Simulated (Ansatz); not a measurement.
A barrier at the coupled-cluster level

Start structure (SiH3ClO2, singlet), relaxed at PBE0-D4/def2-TZVP:

Si1  (-0.149, 0.184, 0.301)
O2  (1.398, -0.117, -0.118)
O3  (-0.928, 0.855, -0.952)
H4  (-0.871, 0.428, -1.809)
H5  (-0.286, 1.121, 1.424)
Cl6  (-0.999, -1.605, 0.866)
H7  (1.836, -0.867, 0.286)
(Å)

The step: SiH₃ClO₂ ([OH][SiH]([OH])[Cl]) → SiHClO ([O][SiH][Cl]) + H₂O (still joined by a long Si–O bond); bonds formed: O2–H4; bonds broken: O3–H4; bonds weakened to dative contacts: Si1–O2. Computed with Ansatz 0.2.0 (basis: def2-TZVPP and def2-QZVPP); correlated methods freeze the cores. Extrapolation: Hartree–Fock as exp(−7.88 √X), correlation as X^−2.97. Energies below are by CCSD(T) at an estimated basis limit (MP2 extrapolated from triple and quadruple zeta, plus CCSD(T) − MP2 in triple zeta).

Question: What are the electronic barrier and the energy of the step, from the start structure to the end structure? (To be estimated.)

Answer: Computed: Barrier 2.331 eV; step energy 2.167 eV (uphill); reverse barrier, their difference, 0.164 eV. Barrier and step energy count from the start structure, the reverse barrier from the end structure.

The saddle point: One imaginary mode of 707i cm⁻¹.
```csv
pair,start (Å),saddle (Å),end (Å)
O2–H4,2.88,1.08,0.98
Si1–O2,1.63,1.85,1.93
O3–H4,0.96,1.55,2.31
```

Zero-point energy (harmonic, PBE0-D4): ZPE is 1.066 eV at the start and 1.002 eV at the saddle, so the barrier goes from 2.331 to 2.268 eV.

First-order rate constant out of the start structure at 498 K by transition-state theory, with harmonic vibrational free energies alone and no tunnelling: ΔA‡ = 2.326 eV, so k = (kB T/h) exp(−ΔA‡/kB T) ≈ 10^-11 s⁻¹ (an order of magnitude at best: rotation, the number of equivalent paths and anharmonicity are left out).

The T1 diagnostic stays at or below 0.015.

Labels in which every atom is bracketed show which atoms are joined, not bond orders.

For scale, one of the runs: CCSD(T)/def2-TZVPP, 188 basis functions, launched by `ansatz run in.yaml --threads 2 --pin off --events-out ev --progress --plain --max-ram 4352MiB`. Time: 64 s of wall clock on 2 CPU threads of an Arm Neoverse V2; the host was shared. Peak host memory: 1.9 GiB.
